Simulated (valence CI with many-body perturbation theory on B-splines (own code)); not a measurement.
## Ba25+: calculated level list

Method: valence CI with perturbative core correlation (CI+MBPT): three valence electrons over a frozen Dirac-Fock core [Ar] 3d10, a basis of 9 s, 9 p, 8 d, 6 f, 3 g, 1 h functions for each j, with the one-electron correlation potential Σ1 (screened to all orders), the two-electron term Σ2, the three-electron term Σ3, Breit, model QED; selected single and double excitations, second order for the rest, scaled by the run's own slope (own B-spline code, finite nucleus).

No measured spectrum was set against this ion. As an estimate, levels hold to about 250 cm⁻¹ or 0.2 % of their energy and the worst to 1 %, as in measured heavy ions of charge 2 to 7; those with d or f electrons hold less well.

Levels 1 to 34 of 34, with energies above the lowest level, (4s^2 4p1/2) J=1/2. "Leading %" is the weight of the configuration and term that name the level; weights of strongly mixed levels are sums over their largest components and can fall short, so below about 35 % the name and the second component can differ from the true leading terms, or belong to a minority configuration. In the jj column 3d3/2^4 stands for four electrons in 3d with j = 3/2.

```
No.  Configuration  Term    J  E (cm⁻¹)  Leading %  Second component              Leading jj
  1          4s²4p   ²P°  1/2         0         99                         4s^2 4p1/2 (99 %)
  2          4s²4p   ²P°  3/2    171890         99                         4s^2 4p3/2 (99 %)
  3          4s4p²    ⁴P  1/2    434410         76     18 % 4s4p² ²S       4s 4p1/2^2 (88 %)
  4          4s4p²    ⁴P  3/2    553610         95                     4s 4p1/2 4p3/2 (98 %)
  5          4s4p²    ⁴P  5/2    591890         57     41 % 4s4p² ²D   4s 4p1/2 4p3/2 (92 %)
  6          4s4p²    ²D  3/2    653520         77     17 % 4s4p² ²P   4s 4p1/2 4p3/2 (89 %)
  7          4s4p²    ²P  1/2    683290         71     16 % 4s4p² ⁴P   4s 4p1/2 4p3/2 (84 %)
  8          4s4p²    ²D  5/2    753040         53     42 % 4s4p² ⁴P       4s 4p3/2^2 (90 %)
  9          4s4p²    ²S  1/2    855410         68     23 % 4s4p² ²P       4s 4p3/2^2 (93 %)
 10          4s4p²    ²P  3/2    861650         78     12 % 4s4p² ²D       4s 4p3/2^2 (83 %)
 11          4s²4d    ²D  3/2    970580         88      8 % 4s4p² ²D       4s^2 4d3/2 (88 %)
 12          4s²4d    ²D  5/2   1001000         93      5 % 4s4p² ²D       4s^2 4d5/2 (93 %)
 13            4p³   ²P°  3/2   1110900         39      28 % 4p³ ²D°    4p1/2^2 4p3/2 (92 %)
 14            4p³   ⁴S°  3/2   1244900         53      36 % 4p³ ²D°    4p1/2 4p3/2^2 (89 %)
 15            4p³   ²D°  5/2   1250600         80   16 % 4s4p4d ²D°    4p1/2 4p3/2^2 (80 %)
 16         4s4p4d   ⁴F°  3/2   1304000         86    8 % 4s4p4d ²D°   4s 4p1/2 4d3/2 (92 %)
 17            4p³   ²P°  1/2   1316400         92    5 % 4s4p4d ²P°    4p1/2 4p3/2^2 (92 %)
 18         4s4p4d   ⁴F°  5/2   1332700         78    6 % 4s4p4d ²F°   4s 4p1/2 4d3/2 (63 %)
 19         4s4p4d   ⁴F°  7/2   1383300         73   16 % 4s4p4d ⁴D°   4s 4p1/2 4d5/2 (81 %)
 20         4s4p4d   ⁴P°  5/2   1386700         52   24 % 4s4p4d ⁴D°   4s 4p1/2 4d5/2 (91 %)
 21         4s4p4d   ⁴D°  3/2   1390600         50   31 % 4s4p4d ⁴P°   4s 4p1/2 4d3/2 (62 %)
 22         4s4p4d   ⁴D°  1/2   1393800         75   16 % 4s4p4d ²P°   4s 4p1/2 4d3/2 (89 %)
 23            4p³   ²P°  3/2   1444600         48      16 % 4p³ ⁴S°          4p3/2^3 (78 %)
 24         4s4p4d   ²F°  5/2   1450700         74    7 % 4s4p4d ²D°   4s 4p1/2 4d5/2 (66 %)
 25         4s4p4d   ²D°  3/2   1472200         48   33 % 4s4p4d ²P°   4s 4p1/2 4d5/2 (46 %)
 26         4s4p4d   ⁴F°  9/2   1498300        100                    4s 4p3/2 4d5/2 (100 %)
 27         4s4p4d   ⁴P°  1/2   1519400         88   11 % 4s4p4d ⁴D°   4s 4p3/2 4d3/2 (97 %)
 28         4s4p4d   ⁴D°  5/2   1520000         60   11 % 4s4p4d ⁴F°   4s 4p3/2 4d3/2 (89 %)
 29         4s4p4d   ⁴P°  3/2   1523900         56   39 % 4s4p4d ⁴D°   4s 4p3/2 4d3/2 (87 %)
 30         4s4p4d   ⁴D°  7/2   1524600         68   23 % 4s4p4d ⁴F°   4s 4p3/2 4d3/2 (48 %)
 31         4s4p4d   ²D°  5/2   1561400         49   33 % 4s4p4d ⁴P°   4s 4p3/2 4d5/2 (95 %)
 32         4s4p4d   ²D°  3/2   1580800         58   20 % 4s4p4d ²P°   4s 4p3/2 4d5/2 (39 %)
 33         4s4p4d   ²F°  7/2   1609900         97                     4s 4p3/2 4d5/2 (74 %)
 34         4s4p4d   ²F°  5/2   1621800         75    12 % 4s²4f ²F°   4s 4p3/2 4d3/2 (77 %)
```

The ionisation energy to 4s² ¹S0 of the next ion comes out as 848.35 eV (NIST: 846 ± 4 eV (theoretical)). All 34 levels together are meant to be complete up to 1623900 cm⁻¹.
